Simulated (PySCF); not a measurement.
# Sb⁺ (antimony, charge +1) across methods

[Kr] 4d10 5s2 5p2, high-spin 3P determinant. Calculation: PySCF 2.14, in def2-QZVPPD with the def2 core potential (28 electrons) (8s6p5d4f1g, 88 functions); scalar relativity through the core potential.

```csv
method,E (hartree),mean ε 5s α (eV),mean ε 5s β (eV),mean ε 5p α (eV),Σ⟨r²⟩ (bohr²),⟨S²⟩
LDA,-239.5039,-21.508,-20.308,-12.630,45.41,2.001
M06-L,-240.0494,-21.275,-19.804,-12.449,45.39,2.002
PBE0,-239.8915,-22.833,-20.759,-13.690,45.44,2.003
B97-3,-239.9395,-22.758,-20.714,-13.577,45.44,2.003
PBE,-239.8790,-21.244,-19.850,-12.562,45.49,2.002
wB97X-V,-239.8621,-25.463,-23.267,-15.791,45.49,2.003
r2SCAN,-239.9744,-21.806,-19.920,-12.948,45.27,2.004
UHF,-238.96290,-26.708,-22.290,-16.400,46.05,2.010
BLYP,-239.8444,-21.044,-19.938,-12.297,45.58,2.001
```

Energies and moments cover only the electrons outside the core potential.
